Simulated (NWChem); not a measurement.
Species: tetramethylurea (C5H12N2O); SMILES N(C(=O)N(C)C)(C)C

```xyz
20

C     -2.3808    -0.3650    -0.5633
N     -1.1711    -0.0606     0.1601
C     -1.3569     0.6800     1.3853
C      0.0000     0.0000    -0.5783
O      0.0000     0.0000    -1.7967
N      1.1711     0.0606     0.1601
C      2.3808     0.3650    -0.5633
C      1.3569    -0.6800     1.3853
H     -2.9026     0.5487    -0.9064
H     -3.0705    -0.9326     0.0824
H     -2.1357    -0.9617    -1.4495
H     -2.1069     1.4793     1.2386
H     -1.7106     0.0397     2.2132
H     -0.4200     1.1604     1.6912
H      3.0705     0.9326     0.0824
H      2.9026    -0.5487    -0.9064
H      2.1357     0.9617    -1.4495
H      2.1069    -1.4793     1.2386
H      1.7106    -0.0397     2.2132
H      0.4200    -1.1604     1.6912
```
Atoms are numbered in this order, from 1.

All runs: NWChem. Structure relaxed at the PBE0/def2-SVP level. No frequency run checked for a minimum. Level PBE/def2-SVP: energy and gradient on several grids; changes count from the extra-fine grid, which is no exact limit either.

**Question.** Which is the coarsest grid (xfine; coarse; fine; medium; xcoarse) from which on the energy stays within 50 μHa and each gradient component within 100 μHa/bohr of xfine?

**Answer.** medium.
```csv
grid,size of the energy change (μHa),largest change of a gradient component (μHa/bohr)
xcoarse,9000,3000
coarse,20,500
medium,< 10,40
fine,< 10,< 30
xfine,< 10,< 30
```
